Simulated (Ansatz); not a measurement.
`[SiH3]OB(S)S` + H–F → `FB(S)S` + silanol  (ligand exchange at a B–O bond)

Gas-phase electronic energies from Ansatz, PBE0-D4/def2-TZVP geometries. CCSD(T)/CBS adds triple-zeta CCSD(T) − MP2 to the extrapolated MP2 energy (def2 sets, frozen cores). This one scheme is used for every species. DFT in def2-TZVPP. B3LYP here is the variant with VWN-RPA as its local correlation; programs differ in this. One conformer a species, not always the lowest.

| level | ΔE (kJ/mol) | difference from CCSD(T)/CBS |
| --- | --- | --- |
| PBE-D4 | -9.1 | -8.5 |
| ωB97X-V | -10.5 | -9.9 |
| r2SCAN | -14.4 | -13.8 |
| PBE0 | -12.9 | -12.3 |
| B3LYP | -18.4 | -17.8 |
| CCSD/def2-TZVPP | -6.1 | -5.5 |
| MP2/def2-QZVPP | 2.0 | 2.6 |
| SCS-MP2/def2-QZVPP | -2.4 | -1.8 |
| HF/CBS(def2) | -14.5 | -13.9 |
| CCSD/CBS(def2) | -2.3 | -1.7 |
| CCSD(T)/CBS | -0.6 | 0 |

Largest T1 diagnostic among the species: 0.013.

The D4 term adds +12.6 kJ/mol with B3LYP and +7.1 kJ/mol with PBE0; it sums over pairs of atoms, weighted by their polarisabilities, and B3LYP, whose exchange is more repulsive, gets the larger term. In def2-TZVPP, CCSD(T) changes the Hartree–Fock value by +11.2 kJ/mol (the triples alone add +1.8 kJ/mol) and MP2 by +15.0 kJ/mol.
